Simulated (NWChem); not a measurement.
ZnCl cation; SMILES [Cl][Zn+]

```xyz
2

Zn     0.0000     0.0000    -0.7549
Cl     0.0000     0.0000     1.3150
```
Atoms are numbered in this order, from 1.

Level: PBE0/def2-SVP (NWChem), optimised geometry, unscaled harmonic frequencies. 

```tsv
frequency (cm⁻¹)	IR intensity (km/mol)
456	10.0
```

* **zero-point energy**: 0.7 kcal/mol
* **thermal correction to the enthalpy at 298.15 K (with zero-point energy)**: 2.9 kcal/mol
* **heat capacity Cv**: 6.3 cal/(mol K)
* **entropy at 298.15 K and 1 atm (symmetry number 1)**: 56.5 cal/(mol K)

Rigid rotor and harmonic oscillator.
